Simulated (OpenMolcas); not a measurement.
An OpenMolcas run meant for Os²⁺ (ANO-R1, X2C; inactive shells 1s 2s 2p 3s 3p 3d 4s 4p 4d 4f 5s 5p; intended active space 6 electrons in 5 orbitals (5d)). One step of its input:

```
&CASPT2
Multistate=5 1 2 3 4 5
Frozen=14 16
IPEA=0.25
Imaginary=0.1
MaxIter=60
WThr=0.0 0.3 0.05
PrWF=0.5
NoMix
Shift=0.2
Sig2=0.3
```

Lines from the output:

```
|
   --------------------------------------------------------------------------------------
++ ---------   Input file   ---------
>>> COPY JOB001 $Project.JobIph
&CASPT2
Multistate=5 1 2 3 4 5
Frozen=14 16
IPEA=0.25
Imaginary=0.1
MaxIter=60
WThr=0.0 0.3 0.05
PrWF=0.5
NoMix
Shift=0.2
Sig2=0.3
-- ----------------------------------
>>> COPY JOB001 a.JobIph
*** symbolic link created: INPORB -> a.RasOrb
--- Start Module: caspt2 at  ---
()()()()()()()()()()()()()()()()()()()()()()()()()()()()()()()()()()()()()()()()()()()()()()()()()()
                                              &CASPT2
                                   only a single process is used
                       available to each process: 2.3 GB of memory, 1 thread
()()()()()()()()()()()()()()()()()()()()()()()()()()()()()()()()()()()()()()()()()()()()()()()()()()
 ###    ERROR: More than one intruder-state removal technique                ###
 ###    active: SHIFt/IMAGinary/SIG1/SIG2 are mutually exclusive!            ###
--- Stop Module: caspt2 at  /rc=_RC_INPUT_ERROR_ ---
.####################.
.# User input error #.
.####################.
```

Problem. What is wrong with the input?

Solution. More than one intruder-state remedy is switched on.
